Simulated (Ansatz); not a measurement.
This triplet is an excited state, 1.07 eV above the relaxed singlet at the level frozen-core CCSD(T)/cc-pVTZ // PBE0-D3(BJ)/def2-TZVP (Ansatz, an electronic-structure program).

A geometry relaxed with PBE0-D3(BJ)/def2-TZVP (Ansatz), charge 0, multiplicity 3:

```xyz
6

Si     1.5496    -0.6230    -0.2552
F      2.6468     0.4301     0.2819
Si    -0.6943    -0.0165    -0.0277
H     -1.0794     0.1717     1.3967
H     -1.0173     1.2209    -0.7874
H     -1.4053    -1.1832    -0.6083
```

**Question.** Write the SMILES of this molecule.

**Answer.** `F[Si][SiH3]`
